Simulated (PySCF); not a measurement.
Br (bromine, neutral) across methods

[Ar] 3d10 4s1 4p5 5s1, high-spin 4P determinant (an excited configuration). Calculation: PySCF 2.14, in aug-cc-pwCVTZ-PP with ECP10MDF (8s7p6d4f1g, 96 functions); scalar relativity through the core potential.

```json
{"method": "PBE", "E (hartree)": "-416.0608", "mean ε 4p α (eV)": "-13.084", "mean ε 4p β (eV)": "-11.251", "mean ε 5s α (eV)": "-2.013", "Σ⟨r²⟩ (bohr²)": "58.00", "⟨S²⟩": "3.753"}
{"method": "PW91", "E (hartree)": "-416.2000", "mean ε 4p α (eV)": "-13.127", "mean ε 4p β (eV)": "-11.312", "mean ε 5s α (eV)": "-2.053", "Σ⟨r²⟩ (bohr²)": "57.89", "⟨S²⟩": "3.753"}
{"method": "r2SCAN", "E (hartree)": "-415.9140", "mean ε 4p α (eV)": "-13.783", "mean ε 4p β (eV)": "-11.536", "mean ε 5s α (eV)": "-2.069", "Σ⟨r²⟩ (bohr²)": "58.44", "⟨S²⟩": "3.756"}
{"method": "TPSSh", "E (hartree)": "-415.9651", "mean ε 4p α (eV)": "-13.948", "mean ε 4p β (eV)": "-11.740", "mean ε 5s α (eV)": "-2.130", "Σ⟨r²⟩ (bohr²)": "58.44", "⟨S²⟩": "3.754"}
{"method": "PBE0", "E (hartree)": "-416.0130", "mean ε 4p α (eV)": "-14.718", "mean ε 4p β (eV)": "-12.279", "mean ε 5s α (eV)": "-2.473", "Σ⟨r²⟩ (bohr²)": "58.20", "⟨S²⟩": "3.754"}
{"method": "MN15", "E (hartree)": "-416.6928", "mean ε 4p α (eV)": "-15.149", "mean ε 4p β (eV)": "-12.828", "mean ε 5s α (eV)": "-2.758", "Σ⟨r²⟩ (bohr²)": "58.24", "⟨S²⟩": "3.754"}
{"method": "UHF", "E (hartree)": "-414.69819", "mean ε 4p α (eV)": "-18.808", "mean ε 4p β (eV)": "-14.034", "mean ε 5s α (eV)": "-3.423", "Σ⟨r²⟩ (bohr²)": "59.33", "⟨S²⟩": "3.763"}
{"method": "LC-wPBE", "E (hartree)": "-416.0833", "mean ε 4p α (eV)": "-17.571", "mean ε 4p β (eV)": "-15.111", "mean ε 5s α (eV)": "-3.836", "Σ⟨r²⟩ (bohr²)": "58.41", "⟨S²⟩": "3.752"}
```

Task: Estimate the same row for LDA.

Result: E (hartree) = -415.4681; mean ε 4p α (eV) = -13.138; mean ε 4p β (eV) = -11.404; mean ε 5s α (eV) = -2.135; Σ⟨r²⟩ (bohr²) = 57.62; ⟨S²⟩ = 3.752.

Energies and moments cover only the electrons outside the core potential. The outer electron is Rydberg-like, and this basis confines it to a smaller radius and binds it less than a complete one would.
